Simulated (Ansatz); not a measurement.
Consider the cleavage of the Si–Al bond: `[AlH2][SiH2]S` + `OCS` → `OCS[SiH2]S` + `[AlH3]`.

Gas-phase electronic energies from Ansatz, PBE0-D4/def2-TZVP geometries. CBS: MP2 limit from def2 TZ/QZ plus the TZ coupled-cluster correction, frozen cores. This one scheme is used for every species. Functionals use def2-TZVPP. B3LYP here is the variant with VWN-RPA as its local correlation; programs differ in this. One conformer a species, not always the lowest.

| level | ΔE (kJ/mol) | difference from CCSD(T)/CBS |
| --- | --- | --- |
| B3LYP-D4 | -73.8 | -2.9 |
| ωB97X-V | -68.9 | 2.0 |
| ωB97M-V | -76.2 | -5.3 |
| PBE | -60.5 | 10.4 |
| PBE0 | -60.5 | 10.4 |
| MP2/def2-TZVPP | -80.7 | -9.8 |
| SCS-MP2/def2-TZVPP | -74.4 | -3.5 |
| CCSD(T)/def2-TZVPP | -67.8 | 3.1 |
| MP2/def2-QZVPP | -82.3 | -11.4 |
| HF/CBS(def2) | -58.8 | 12.1 |
| CCSD(T)/CBS | -70.9 | 0 |

Largest T1 diagnostic among the species: 0.012.

The D4 term adds −12.0 kJ/mol with B3LYP and −6.6 kJ/mol with PBE0; it sums over pairs of atoms, weighted by their polarisabilities, and B3LYP, whose exchange is more repulsive, gets the larger term. In def2-TZVPP, CCSD(T) changes the Hartree–Fock value by −8.6 kJ/mol (the triples alone add −4.4 kJ/mol) and MP2 by −21.4 kJ/mol.
